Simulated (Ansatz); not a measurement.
CH$_{3}$BiF$_{2}$ (SMILES [CH3][Bi]([F])[F]), singlet, geometry from GFN2-xTB (such geometries of metal compounds can be far from the true shape) (core potentials on Bi).

Here is a job for Ansatz (a first-principles code).
Ansatz 0.2 input:
```yaml
crystal:
  periodic: [false, false, false]
  atoms:
    - {symbol: Bi, position_ang: [0.00830844, 0.04015528, 0.29529297]}
    - {symbol: F, position_ang: [1.60226911, 0.56846751, -0.90644077]}
    - {symbol: F, position_ang: [-1.39122416, 0.99841917, -0.88205754]}
    - {symbol: C, position_ang: [-0.27297823, -1.84055421, -0.86903010]}
    - {symbol: H, position_ang: [-1.27925522, -2.20904395, -0.73342431]}
    - {symbol: H, position_ang: [0.44325089, -2.58714524, -0.55787216]}
    - {symbol: H, position_ang: [-0.11513140, -1.59535378, -1.90735466]}
basis:
  gaussian:
    orbitals: def2-SV_P_.json
hamiltonian:
  xc: cam_b3lyp
```
The basis file holds def2-SV(P) in the JSON format of the Basis Set Exchange.

Question: Estimate the number of basis functions that CAM-B3LYP/def2-SV(P) run with Ansatz returns for this input.

Answer: 74

Question: Predict the total energy from CAM-B3LYP/def2-SV(P).

Answer: -453.9578 Eh
